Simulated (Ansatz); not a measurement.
**Which is lower?**

The two ends of one reaction step of BH5OF2, closed shell (PBE0-D4/def2-TZVP).

A:

| atom | x (Å) | y (Å) | z (Å) |
| --- | --- | --- | --- |
| B1 | -1.0595 | -0.4386 | -0.4189 |
| F2 | 0.8802 | 1.1668 | -1.1852 |
| H3 | -0.5239 | -1.2606 | -1.0922 |
| H4 | -1.9953 | 0.2144 | -0.7698 |
| H5 | 0.9970 | -0.3317 | 0.9826 |
| O6 | -0.6132 | -0.3333 | 0.8751 |
| H7 | 1.4752 | 0.7777 | -0.5716 |
| F8 | 1.9105 | -0.1325 | 0.7910 |
| H9 | -1.0713 | 0.3381 | 1.3889 |

B:

B1  (-0.718, -0.146, -0.696)
F2  (0.271, 0.826, -1.035)
H3  (-0.473, -1.224, -1.165)
H4  (-1.836, 0.289, -0.777)
H5  (0.477, -0.384, 1.076)
O6  (-0.492, -0.362, 0.906)
H7  (1.585, 0.494, -0.234)
F8  (2.048, 0.132, 0.518)
H9  (-0.861, 0.374, 1.408)
(Å)

Program: Ansatz 0.2.0. Basis: def2-TZVPP. Cores are frozen in the correlated methods. B3LYP uses VWN-RPA correlation.

Question: Which structure is lower at CCSD(T), and by how much? (To be estimated.)

Answer: Computed: B, by 0.337 eV (electronic energy, against the other). By their contacts, A is a complex of BH₃O ([BH2][OH]) + HF + HF and B is a complex of BH₄OF ([OH2][BH2][F]) + HF.

All methods give the same order:

```csv
method,E(B) − E(A) (eV)
SPW92,-0.621
PBE-D4,-0.362
BLYP-D4,-0.248
r2SCAN-D4,-0.398
B97M-V,-0.373
PBE0-D4,-0.382
B3LYP-D4,-0.285
r2SCAN0-D4,-0.402
BHLYP-D4,-0.306
CAM-B3LYP-D4,-0.350
wB97X-V,-0.352
wB97M-V,-0.360
B2PLYP,-0.299
PBE-QIDH,-0.388
RPA on PBE,-0.334
HF,-0.141
MP2,-0.333
CCSD,-0.314
CCSD(T),-0.337
```

No T1 diagnostic of these runs exceeds 0.012.

Labels in which every atom is bracketed show which atoms are joined, not bond orders.

For scale, one of the runs: CCSD(T)/def2-TZVPP, 194 basis functions (an equivalent command: `ansatz run in.yaml --threads 4`). Hardware: 4 CPU threads, shared host. Wall time 33 s; peak host memory 2.5 GiB.
